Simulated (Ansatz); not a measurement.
Geometry optimisation, RKS B3LYP-D4/def2-SVP (Ansatz 0.2.0).

input.yaml

```yaml
crystal:
  periodic: [false, false, false]
  atoms:
    - { symbol: Al, position_ang: [0.163855, -1.164271, 0.165624] }
    - { symbol: O, position_ang: [1.1014, -0.403388, -1.181216] }
    - { symbol: O, position_ang: [0.847038, -1.29695, 1.714576] }
    - { symbol: O, position_ang: [-1.286042, -1.949549, -0.240153] }
    - { symbol: H, position_ang: [0.236519, 1.644585, -0.715736] }
    - { symbol: "N", position_ang: [-0.43495, 1.976639, -0.019711] }
    - { symbol: H, position_ang: [0.766781, -0.604559, -2.063409] }
    - { symbol: H, position_ang: [1.688747, -0.907646, 1.966378] }
    - { symbol: H, position_ang: [-1.84898, -2.399, 0.396049] }
    - { symbol: H, position_ang: [-1.235973, 2.363634, -0.5182] }
    - { symbol: H, position_ang: [0.001506, 2.740405, 0.495798] }
basis:
  gaussian: { orbitals: def2-SVP }
hamiltonian:
  xc: b3lyp
  dispersion: d4
relax:
  f_tol: 0.03
  max_steps: 50
```

Launched with:

```bash
$ ansatz run input.yaml --threads 2 --pin off --max-ram 3072MiB --backend cpu --events-out ev --progress --plain --runs-dir out
```

Q: Where does it end, and by what steps?

A: It converged. After 8 steps the energy has fallen by 1.127 eV; H11 moved furthest, 0.94 Å. Joined: Al1–N6 (3.20 → 2.02 Å).

```json
{"step": "0", "energy less start (eV)": "0.0000", "largest force component (eV/Å)": "1.341", "accepted": "yes"}
{"step": "1", "energy less start (eV)": "-0.2317", "largest force component (eV/Å)": "0.812", "accepted": "yes"}
{"step": "2", "energy less start (eV)": "-0.4946", "largest force component (eV/Å)": "0.525", "accepted": "yes"}
{"step": "3", "energy less start (eV)": "-0.7927", "largest force component (eV/Å)": "0.514", "accepted": "yes"}
{"step": "4", "energy less start (eV)": "-0.9108", "largest force component (eV/Å)": "1.634", "accepted": "yes"}
{"step": "5", "energy less start (eV)": "-1.0715", "largest force component (eV/Å)": "0.235", "accepted": "yes"}
{"step": "6", "energy less start (eV)": "-1.1189", "largest force component (eV/Å)": "0.194", "accepted": "yes"}
{"step": "7", "energy less start (eV)": "-1.1253", "largest force component (eV/Å)": "0.051", "accepted": "yes"}
{"step": "8", "energy less start (eV)": "-1.1269", "largest force component (eV/Å)": "0.028", "accepted": "yes"}
```

```xyz
11
Properties=species:S:1:pos:R:3
Al 0.124 -0.500 0.008
O 1.213 -0.493 -1.341
O 0.808 -0.605 1.597
O -1.452 -1.183 -0.228
H 0.124 1.926 -0.770
N -0.378 1.458 -0.013
H 1.168 -1.165 -2.026
H 1.680 -0.983 1.742
H -1.773 -1.903 0.320
H -1.384 1.554 -0.167
H -0.131 1.895 0.877
```

Run time: 22 s on 2 threads of Arm Neoverse V2, with other jobs on the host, peak memory 0.21 GiB.
